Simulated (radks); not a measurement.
The numbers below are computed, except where a source is named.
All-electron atom: Be in [He] 2s2.

Code: a radial shooting solver on a logarithmic mesh with Libxc functionals. Model: scalar-relativistic Kohn-Sham, PBE, spin-unpolarised, spherical densities, finite nucleus; Fermi nuclear charge, rms radius 2.519 fm.

Energy parts (hartree):
| part | energy |
|---|---|
| total | -14.63287 |
| kinetic | 14.56669 |
| electron-nucleus | -33.65034 |
| Hartree | 7.17052 |
| exchange-correlation | -2.71975 |

Orbitals (lengths in bohr, moments of r in powers of bohr):
orbital,occ.,eigenvalue (hartree),<1/r>,<r>
1s,2,-3.90326,3.662,0.4208
2s,2,-0.20615,0.5440,2.603

The highest occupied level is 2s at -5.610 eV. The electron density at the nucleus is 36.02 e/bohr^3 (large components only).
